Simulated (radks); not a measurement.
The krypton ion Kr+, configuration [Ar] 3d10 4s2 4p5 (the NIST ground configuration).

Calculated with a radial shooting solver on a logarithmic mesh with Libxc functionals: scalar-relativistic Kohn-Sham, LDA (Slater exchange, Perdew-Wang correlation), spin-polarised, spherical densities, finite nucleus; open shells are filled with parallel spins first; Fermi nuclear charge, rms radius 4.1884 fm.

Energy parts (eV):
| part | energy |
|---|---|
| total | -75818.969 |
| kinetic | 77527.010 |
| electron-nucleus | -182569.156 |
| Hartree | 31744.024 |
| exchange-correlation | -2520.847 |

Orbitals (lengths in bohr, moments of r in powers of bohr; <r^-3> diverges for s and p1/2; r(90%) holds 90 % of the orbital's charge):
orbital  occ.  eigenvalue (eV)  <r^-3>  r(90%)   <1/r>
1s up       1        -14147.54       -  0.0743   36.71
1s down     1        -14147.45       -  0.0743   36.72
2s up       1        -1873.816       -   0.284   8.152
2s down     1        -1873.759       -   0.284   8.151
2p up       3        -1659.770    1493   0.261   7.980
2p down     3        -1659.690    1493   0.261   7.979
3s up       1        -275.0037       -   0.791   2.696
3s down     1        -274.8925       -   0.790   2.697
3p up       3        -206.8554   222.1   0.826   2.546
3p down     3        -206.7304   222.2   0.825   2.546
3d up       5         -93.6521   26.95   0.912   2.272
3d down     5         -93.5004   26.99   0.910   2.273
4s up       1         -34.5250       -    2.27  0.8718
4s down     1         -33.7339       -    2.27  0.8717
4p up       3         -20.0482   20.76    2.76  0.7260
4p down     2         -19.2994   20.57    2.78  0.7224

The highest occupied level is 4p down at -19.299 eV. The electron density at the nucleus is 4.99e+04 e/bohr^3 (large components only). Spin moment in Bohr magnetons: 1. The density falls to 0.001 e/bohr^3 at r = 3.73 bohr. Summed over all electrons, <r^2> = 31.48 bohr^2, which gives a Langevin (diamagnetic) susceptibility term of -24.9 x 10^-6 cm^3/mol. The spin density at the nucleus is -0.2158 e/bohr^3 (1s -0.1327, 2s 0.0248, 3s -0.0314, 4s -0.0766).
